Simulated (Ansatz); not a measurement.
`CCCCCCCCP(=O)(O)O` with charge +1. Charge 1, multiplicity 2. Geometry PBE-D4/def2-SVP; atoms count from 1.

```xyz
31

C    -2.478    1.075    3.254
C    -2.295   -0.411    3.039
C    -0.881   -0.901    2.677
C    -0.516   -0.456    1.225
C     0.868   -0.997    0.867
C     1.389   -0.400   -0.479
C     0.593   -0.837   -1.699
C     1.311   -0.615   -3.053
P     1.437    1.122   -3.562
O     1.764    1.258   -5.053
O     0.007    1.766   -3.133
O     2.547    1.764   -2.567
H    -2.414    1.642    2.296
H    -1.729    1.494    3.955
H    -3.492    1.303    3.648
H    -3.048   -0.814    2.329
H    -2.491   -0.946    4.011
H    -0.820   -2.007    2.728
H    -0.140   -0.496    3.397
H    -1.286   -0.823    0.515
H    -0.540    0.655    1.188
H     1.604   -0.733    1.654
H     0.849   -2.105    0.801
H     1.426    0.706   -0.399
H     2.442   -0.750   -0.567
H    -0.405   -0.357   -1.732
H     0.416   -1.937   -1.658
H     0.763   -1.123   -3.873
H     2.352   -1.003   -3.061
H    -0.308    2.447   -3.764
H     3.074    2.478   -2.984
```

**Question.** Estimate the Mulliken populations of the heavy atoms from the PBE0/def2-SVP orbitals of Ansatz.

**Answer.** 
```csv
atom,charge (e),spin (α − β)
C1,-0.11,0.01
C2,-0.11,0.07
C3,-0.09,0.08
C4,-0.12,0.08
C5,-0.07,0.06
C6,-0.07,0.06
C7,-0.11,0.03
C8,-0.26,0.07
P9,0.98,-0.03
O10,-0.35,0.42
O11,-0.37,0.01
O12,-0.37,0.01
```
Mulliken values and Mayer orders depend strongly on the basis.

**Question.** Where does the spin sit?

**Answer.** Summed by element: C 0.47, P -0.03, O 0.44, H 0.13, of 1 unpaired in all. Largest on single atoms: O10 0.42, C4 0.08, C3 0.08.

**Question.** And the Mayer bond orders between bonded heavy atoms (over 0.3)?

**Answer.** C1–C2 1.10 (1.51 Å); C2–C3 1.03 (1.54 Å); C3–C4 0.97 (1.56 Å); C4–C5 1.03 (1.53 Å); C5–C6 1.02 (1.56 Å); C6–C7 1.05 (1.52 Å); C7–C8 1.01 (1.55 Å); C8–P9 0.96 (1.81 Å); P9–O10 1.60 (1.53 Å); P9–O11 1.13 (1.63 Å); P9–O12 1.14 (1.62 Å).
